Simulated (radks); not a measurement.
Results of a calculation; reference values are marked as such.
The iridium anion Ir- inside a hard spherical wall (all orbitals vanish at R), configuration held at [Xe] 4f14 5d8 6s2 and not refilled when levels cross. Code: a radial shooting solver on a logarithmic mesh with Libxc functionals. Model: scalar-relativistic Kohn-Sham, LDA (Slater exchange, VWN5 correlation), spin-polarised, spherical densities, point nucleus; open shells are filled with parallel spins first (spin-orbit coupling, left out, can overturn this in heavy ions). Eigenvalues in eV for spin up, with the zero of energy where the potential of the charges vanishes at infinity; a dash marks a level that is unbound or too diffuse for the functional's potential to be trusted. A positive occupied level is held by the wall or, in an anion where self-interaction has pushed it up, behind a barrier. The pressure on the wall is -dE/dV.

R (bohr)  E (hartree)  kinetic (hartree)    e(4f)    e(5p)   e(6s)   e(5d)  e(6p, empty)  e(7s, empty)  pressure (GPa)
15        -17817.6571          19809.090  -53.549  -46.468  -0.076   0.423         3.027         3.173        0.000572
12        -17817.6566          19809.094  -53.484  -46.402  -0.022   0.486         3.482         4.232         0.00673
10        -17817.6546          19809.107  -53.334  -46.250   0.104   0.631         3.971         5.669          0.0444
6         -17817.5805          19809.489  -51.109  -44.061   2.056   2.636         7.731        17.456            4.94
5         -17817.4385          19810.126  -48.610  -41.689   4.430   4.773        11.438        28.365            22.7
4         -17816.9367          19812.160  -42.766  -36.374  10.700   9.694        20.517        53.076             135
3.5       -17816.2460          19814.786  -37.061  -31.414  17.812  14.588        30.380        77.937             380
2.5       -17810.6593          19835.112  -10.335   -9.387  62.656  39.690        88.185        206.63            4850
